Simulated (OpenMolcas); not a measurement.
Computed transition rates of Cl III

```json
{
  "Program": "OpenMolcas",
  "Method": "RASSCF",
  "Basis": "ANO-RCC [8s7p5d4f2g]",
  "Scalar Hamiltonian": "DKH2, point nucleus",
  "Active space": "5 electrons in 9 orbitals (RAS2 3s 3p; RAS3 3d, at most 2 electrons)",
  "State averaging": "2S+1 = 4 odd, 1 root; 2S+1 = 2 odd, 11 roots; 2S+1 = 4 even, 3 roots; 2S+1 = 2 even, 9 roots",
  "Spin-orbit coupling": "state interaction with AMFI integrals over the reference wave functions, term energies averaged over their components"
}
```

Rates come from the transition moments of the reference wave functions (E1 and E2 in the length form). At fixed line strength A goes as λ^-3 for E1 and M1 and as λ^-5 for E2, so a rate at the computed wavelength can be rescaled to the measured one. Measured vacuum wavelengths follow from level energies in Moore, Atomic Energy Levels, vol. I, NSRDS-NBS 35 (1971 reprint of NBS Circular 467, 1949). Branching counts decays inside the model space alone, at computed energies, and the table is only a selection of the E2 and M1 lines, drawn from those between levels with measured partners whose computed energy lies within a factor of 1.5 of the measured one.

```
          Upper            Lower  Type  λ computed (nm)  λ measured (nm)  A computed (s-1)  A rescaled (s-1)  Branching %
3s2 3p3 2P* 3/2  3s2 3p3 4S* 3/2    M1            291.4            334.4          7.50e-01                           55.0
3s2 3p3 2P* 1/2  3s2 3p3 4S* 3/2    M1            291.8            335.4          3.03e-01                           42.4
3s2 3p3 2P* 3/2  3s2 3p3 2D* 3/2    M1            816.8            843.6          2.16e-01                           15.8
3s2 3p3 2P* 3/2  3s2 3p3 2D* 5/2    E2            820.2            848.4          1.94e-01          1.64e-01         14.2
3s2 3p3 2P* 1/2  3s2 3p3 2D* 3/2    E2              820            850.4          1.67e-01          1.39e-01         23.5
3s2 3p3 2P* 1/2  3s2 3p3 2D* 3/2    M1              820            850.4          1.34e-01                           18.7
3s2 3p3 2P* 3/2  3s2 3p3 2D* 5/2    M1            820.2            848.4          1.20e-01                            8.8
3s2 3p3 2P* 1/2  3s2 3p3 2D* 5/2    E2            823.4            855.3          1.09e-01          9.01e-02         15.3
3s2 3p3 2P* 3/2  3s2 3p3 2D* 3/2    E2            816.8            843.6          8.35e-02          7.11e-02          6.1
3s2 3p3 2D* 3/2  3s2 3p3 4S* 3/2    M1              453            553.9          3.29e-03                           82.6
3s2 3p3 2D* 5/2  3s2 3p3 4S* 3/2    E2              452            551.9          1.09e-03                           94.6
3s2 3p3 2D* 3/2  3s2 3p3 4S* 3/2    E2              453            553.9          6.92e-04                           17.4
3s2 3p3 2D* 5/2  3s2 3p3 4S* 3/2    M1              452            551.9          6.14e-05                            5.3
```

Spin-changing lines and M1 lines between different terms are not rescaled, since their strength hangs on the term gaps too.

The largest correction is for 3s2 3p3 2P* 1/2 → 3s2 3p3 2D* 5/2 (E2): 1.09e-01 × (823.4 / 855.3)^5 = 9.01e-02 s-1, a factor of 0.83.

No measured rate stands beside these. Rescaling mends the energy factor alone: line strengths can still be far off where a level mixes with configurations outside the active space, and weak or spin-changing lines hang on small mixing coefficients that depend on the term gaps too, so rescaling need not improve them.

The run also gave levels led by 3s 3p3 3d, 3s2 3p2 3d, which use shells meant for correlation; these and all levels above them are left out. Measured partners are found by configuration, term and J. A level has none where our copy of the source lacks it or the pairing is in doubt (some pairs that miss far off the trend of their configuration count as doubtful). Only configurations of the active space appear.

* marks odd parity.
